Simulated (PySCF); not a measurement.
PySCF input (TPSS/def2-TZVPD):

```python
from pyscf import gto, scf, dft

mol = gto.M(
    atom='''
    Rb   -0.00000000   -0.00000000   -1.22824055
    Cl    0.00000000    0.00000000    2.67322944
    ''',
    basis='def2-tzvpd',
    ecp='def2-tzvp',
    charge=1,
    spin=1,
    symmetry='C2v',
    verbose=4,
)

mf = dft.UKS(mol, xc='tpss').density_fit(auxbasis='def2-universal-jkfit')
mf.grids.level = 3
mf.conv_tol = 1e-9
mf.max_cycle = 100
mf.max_memory = 1500
mf.kernel()
if not mf.converged:
    mf = mf.newton()
    mf.kernel(mf.make_rdm1())
mf.analyze()
```

Output:

```
ECP def2-tzvp not found for  Cl
PySCF version 2.14.0

[INPUT] verbose = 4
[INPUT] num. atoms = 2
[INPUT] num. electrons = 25
[INPUT] charge = 1
[INPUT] spin (= nelec alpha-beta = 2S) = 1
[INPUT] symmetry C2v subgroup None
[INPUT] Mole.unit = angstrom
[INPUT] Symbol           X                Y                Z      unit          X                Y                Z       unit  Magmom
[INPUT]  1 Rb     0.000000000000   0.000000000000  -1.228240550000 AA    0.000000000000   0.000000000000  -2.321038254585 Bohr   0.0
[INPUT]  2 Cl     0.000000000000   0.000000000000   2.673229440000 AA    0.000000000000   0.000000000000   5.051671509724 Bohr   0.0

nuclear repulsion = 20.7522071112381
point group symmetry = Coov, use subgroup C2v
symmetry origin: [0.00000000e+00 0.00000000e+00 4.54934039e-09]
symmetry axis x: [1. 0. 0.]
symmetry axis y: [0. 1. 0.]
symmetry axis z: [0. 0. 1.]
num. orbitals of irrep A1 = 36
num. orbitals of irrep A2 = 7
num. orbitals of irrep B1 = 18
num. orbitals of irrep B2 = 18
number of shells = 29
number of NR pGTOs = 115
number of NR cGTOs = 79
basis = def2-tzvpd
ecp = def2-tzvp

******** <class 'pyscf.df.df_jk.DFSymAdaptedUKS'> ********
method = DFSymAdaptedUKS
initial guess = minao
damping factor = 0
level_shift factor = 0
DIIS = <class 'pyscf.scf.diis.CDIIS'>
diis_start_cycle = 1
diis_space = 8
diis_damp = 0
SCF conv_tol = 1e-09
SCF conv_tol_grad = None
SCF max_cycles = 100
direct_scf = False
number electrons alpha = 13  beta = 12
XC library pyscf.dft.libxc version 7.1.2
    S. Lehtola, C. Steigemann, M. J. T. Oliveira, and M. A. L. Marques,  SoftwareX 7, 1–5 (2018)
XC functionals = tpss
    J. Tao, J. P. Perdew, V. N. Staroverov, and G. E. Scuseria,  Phys. Rev. Lett. 91, 146401 (2003)
    J. P. Perdew, J. Tao, V. N. Staroverov, and G. E. Scuseria,  J. Chem. Phys. 120, 6898 (2004)
    J. Tao, J. P. Perdew, V. N. Staroverov, and G. E. Scuseria,  Phys. Rev. Lett. 91, 146401 (2003)
    J. P. Perdew, J. Tao, V. N. Staroverov, and G. E. Scuseria,  J. Chem. Phys. 120, 6898 (2004)
radial grids:
    Treutler-Ahlrichs [JCP 102, 346 (1995); DOI:10.1063/1.469408] (M4) radial grids

becke partition: Becke, JCP 88, 2547 (1988); DOI:10.1063/1.454033
pruning grids: <function nwchem_prune>
grids dens level: 3
symmetrized grids: C2v
atomic radii adjust function: <function treutler_atomic_radii_adjust>
small_rho_cutoff = 0
[...]
beta  HOMO (B1) = -0.439809397703453  LUMO (B2) = -0.413586452798558
  HOMO = -0.439809397703  LUMO = -0.413586452799  gap/eV = 0.71356
Extra cycle  E= -484.106155147173  delta_E= -3.52e-12  |g|= 3.82e-06  |ddm|= 6.66e-06
converged SCF energy = -484.106155147173  <S^2> = 0.75383275  2S+1 = 2.0038291
**** SCF Summaries ****
Total Energy =                        -484.106155147173070
Nuclear Repulsion Energy =              20.752207111238093
One-electron Energy =                 -711.938854874720846
Two-electron Energy =                  207.080492616309698
Two-electron Coulomb Energy =          238.890831299716666
DFT Exchange-Correlation Energy =      -31.810338683406982
HOMO-LUMO gap [eV] =                     0.713562676388277
Wave-function symmetry = B2
alpha occupancy for each irrep:     A1   A2   B1   B2
                                     7    0    3    3
beta  occupancy for each irrep:     A1   A2   B1   B2
                                     7    0    3    2
**** MO energy ****
alpha MO #1 (A1 #1), energy= -101.183285217334 occ= 1
alpha MO #2 (A1 #2), energy= -9.42947768099468 occ= 1
alpha MO #3 (B2 #1), energy= -7.21935585037269 occ= 1
alpha MO #4 (A1 #3), energy= -7.19651037346502 occ= 1
alpha MO #5 (B1 #1), energy= -7.19588563923662 occ= 1
alpha MO #6 (A1 #4), energy= -1.40517101744183 occ= 1
alpha MO #7 (A1 #5), energy= -0.926853468892574 occ= 1
alpha MO #8 (B2 #2), energy= -0.794911889712456 occ= 1
alpha MO #9 (B1 #2), energy= -0.794751955698553 occ= 1
alpha MO #10 (A1 #6), energy= -0.793853520359157 occ= 1
alpha MO #11 (B2 #3), energy= -0.511263814113519 occ= 1
alpha MO #12 (A1 #7), energy= -0.459927529466491 occ= 1
alpha MO #13 (B1 #3), energy= -0.453834495698413 occ= 1
alpha MO #14 (A1 #8), energy= -0.207048322571879 occ= 0
alpha MO #15 (B2 #4), energy= -0.129907263366157 occ= 0
alpha MO #16 (A1 #9), energy= -0.129248578460216 occ= 0
alpha MO #17 (B1 #4), energy= -0.128102590172444 occ= 0
alpha MO #18 (B2 #5), energy= -0.0987485354157265 occ= 0
alpha MO #19 (B1 #5), energy= -0.0966431649282811 occ= 0
alpha MO #20 (A1 #10), energy= -0.0935679320630612 occ= 0
alpha MO #21 (A2 #1), energy= -0.0930811535724263 occ= 0
alpha MO #22 (A1 #11), energy= -0.0930313403274582 occ= 0
alpha MO #23 (A1 #12), energy= -0.074149415983902 occ= 0
alpha MO #24 (B2 #6), energy= -0.0515000352135893 occ= 0
alpha MO #25 (A1 #13), energy= -0.0489889164977577 occ= 0
alpha MO #26 (B1 #6), energy= -0.0485042585718922 occ= 0
alpha MO #27 (A1 #14), energy= -0.038715192583732 occ= 0
alpha MO #28 (A2 #2), energy= -0.0384608248946119 occ= 0
alpha MO #29 (A1 #15), energy= -0.0383134047796523 occ= 0
alpha MO #30 (B2 #7), energy= -0.0374449822307792 occ= 0
alpha MO #31 (B1 #7), energy= -0.037184892124424 occ= 0
alpha MO #32 (A1 #16), energy= -0.0210114231412394 occ= 0
alpha MO #33 (B2 #8), energy= -0.0187484313977961 occ= 0
alpha MO #34 (B1 #8), energy= -0.0140468705576176 occ= 0
alpha MO #35 (A1 #17), energy= 0.0167847618752868 occ= 0
alpha MO #36 (A2 #3), energy= 0.0200257648374075 occ= 0
alpha MO #37 (A1 #18), energy= 0.0340955165684052 occ= 0
alpha MO #38 (B2 #9), energy= 0.0448456808429256 occ= 0
alpha MO #39 (B1 #9), energy= 0.0618874119720445 occ= 0
alpha MO #40 (A1 #19), energy= 0.0977533318364152 occ= 0
alpha MO #41 (A2 #4), energy= 0.140889888574357 occ= 0
alpha MO #42 (A1 #20), energy= 0.140891389452883 occ= 0
alpha MO #43 (B2 #10), energy= 0.143066670626665 occ= 0
alpha MO #44 (B1 #10), energy= 0.143701397663937 occ= 0
alpha MO #45 (A1 #21), energy= 0.160477897127929 occ= 0
alpha MO #46 (B2 #11), energy= 0.311322179548647 occ= 0
alpha MO #47 (A1 #22), energy= 0.321856776970911 occ= 0
alpha MO #48 (B1 #11), energy= 0.333632461657949 occ= 0
alpha MO #49 (A1 #23), energy= 0.367519495650565 occ= 0
alpha MO #50 (B2 #12), energy= 0.367985654726329 occ= 0
alpha MO #51 (B1 #12), energy= 0.369066411646211 occ= 0
alpha MO #52 (A2 #5), energy= 0.371320646958126 occ= 0
alpha MO #53 (A1 #24), energy= 0.390954931021477 occ= 0
alpha MO #54 (B2 #13), energy= 0.398835459440852 occ= 0
alpha MO #55 (B1 #13), energy= 0.429876880041677 occ= 0
alpha MO #56 (A1 #25), energy= 0.477327835845138 occ= 0
alpha MO #57 (A1 #26), energy= 0.520177306407859 occ= 0
alpha MO #58 (A1 #27), energy= 0.771691140391205 occ= 0
alpha MO #59 (A1 #28), energy= 1.66516263637738 occ= 0
alpha MO #60 (A2 #6), energy= 1.6673954725976 occ= 0
alpha MO #61 (B2 #14), energy= 1.68647159673082 occ= 0
alpha MO #62 (B1 #14), energy= 1.71750990466835 occ= 0
alpha MO #63 (A1 #29), energy= 1.74510139298022 occ= 0
alpha MO #64 (B2 #15), energy= 1.8341985705404 occ= 0
alpha MO #65 (A1 #30), energy= 1.83981616111731 occ= 0
alpha MO #66 (B1 #15), energy= 1.84157450117366 occ= 0
alpha MO #67 (A2 #7), energy= 1.85999924982744 occ= 0
alpha MO #68 (B2 #16), energy= 1.8602900072555 occ= 0
alpha MO #69 (B1 #16), energy= 1.89488627349332 occ= 0
alpha MO #70 (A1 #31), energy= 1.8953266885224 occ= 0
alpha MO #71 (B2 #17), energy= 2.06446639330937 occ= 0
alpha MO #72 (B1 #17), energy= 2.10828860744695 occ= 0
alpha MO #73 (A1 #32), energy= 2.12668165593224 occ= 0
alpha MO #74 (B2 #18), energy= 10.4294187923599 occ= 0
alpha MO #75 (B1 #18), energy= 10.4670399353947 occ= 0
alpha MO #76 (A1 #33), energy= 10.4821010355246 occ= 0
alpha MO #77 (A1 #34), energy= 12.6870343845283 occ= 0
alpha MO #78 (A1 #35), energy= 24.3650738384037 occ= 0
alpha MO #79 (A1 #36), energy= 38.9801200730763 occ= 0
beta  MO #1 (A1 #1), energy= -101.176729731382 occ= 1
beta  MO #2 (A1 #2), energy= -9.42412499577884 occ= 1
beta  MO #3 (B2 #1), energy= -7.20174142774138 occ= 1
beta  MO #4 (A1 #3), energy= -7.19310794161349 occ= 1
beta  MO #5 (B1 #1), energy= -7.19250300611335 occ= 1
beta  MO #6 (A1 #4), energy= -1.40517814869126 occ= 1
beta  MO #7 (A1 #5), energy= -0.879265819617849 occ= 1
beta  MO #8 (B2 #2), energy= -0.794913591123214 occ= 1
beta  MO #9 (B1 #2), energy= -0.794756771980593 occ= 1
beta  MO #10 (A1 #6), energy= -0.793847067344934 occ= 1
beta  MO #11 (A1 #7), energy= -0.44598317064618 occ= 1
beta  MO #12 (B1 #3), energy= -0.439809397703453 occ= 1
beta  MO #13 (B2 #3), energy= -0.413586452798558 occ= 0
beta  MO #14 (A1 #8), energy= -0.20651303283563 occ= 0
beta  MO #15 (B2 #4), energy= -0.128078504331535 occ= 0
beta  MO #16 (B1 #4), energy= -0.128057052305154 occ= 0
beta  MO #17 (A1 #9), energy= -0.126655378242138 occ= 0
beta  MO #18 (B1 #5), energy= -0.0963770666669586 occ= 0
beta  MO #19 (B2 #5), energy= -0.0960477881010995 occ= 0
beta  MO #20 (A2 #1), energy= -0.0928459182141494 occ= 0
beta  MO #21 (A1 #10), energy= -0.0927644816773609 occ= 0
beta  MO #22 (A1 #11), energy= -0.0913698107155302 occ= 0
beta  MO #23 (A1 #12), energy= -0.0729075643780932 occ= 0
[...]
```
